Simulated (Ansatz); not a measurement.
The first iterations of a band of CH5AlINO (10 atoms, charge 0, multiplicity 1).

Computed with Ansatz, RKS revPBE/def2-SVP.

| Property | Result |
| --- | --- |
| movable images | 4 |
| climbing image | no |
| spring | 5.0 eV/Å² |
| optimiser | quadratic models (default) |
| start path | through a guess of the saddle point |
| force threshold | 0.03 eV/Å |
| iteration limit | 60 |
| end points | relaxed |

Image 0:

```xyz
10
Properties=species:S:1:pos:R:3
N -1.400 -0.924 -0.728
Al 0.118 -0.434 0.084
O 1.406 -1.535 0.426
C 0.381 1.412 0.728
I 1.272 2.464 -1.013
H -2.154 -0.279 -0.977
H -1.604 -1.848 -1.114
H 1.458 -2.440 0.085
H -0.522 2.001 0.975
H 1.128 1.531 1.536
```

Image 5:

```xyz
10
Properties=species:S:1:pos:R:3
N -1.575 -0.918 -0.684
Al 0.023 -0.510 -0.002
O 1.180 -1.793 0.060
C 0.366 1.314 0.690
I 1.739 2.215 -0.804
H -1.803 -1.821 -1.107
H -2.381 -0.293 -0.740
H 2.124 -1.641 0.221
H -0.503 2.000 0.719
H 0.914 1.395 1.649
```

| iteration | highest image above the first end (eV) | largest band force component (eV/Å) |
| --- | --- | --- |
| 1 | 11.740 | 40.507 |
| 2 | 1.186 | 7.357 |
| 3 | 0.522 | 4.221 |
| 4 | 0.418 | 1.361 |
| 5 | 0.313 | 0.914 |
| 6 | 0.241 | 0.971 |
| 7 | 0.417 | 2.510 |
| 8 | 0.221 | 0.953 |
| 9 | 0.205 | 0.304 |
| 10 | 0.277 | 0.487 |

Does the band converge within its limit, and where does its top end?

It converged. It ended after 32 iterations with the highest image 0.178 eV above the first end. No image climbed, so the highest image needn't sit at the top of the path.

The run took 4.8 min on 2 threads of Arm Neoverse V1 (shared host), peak memory 0.17 GiB.
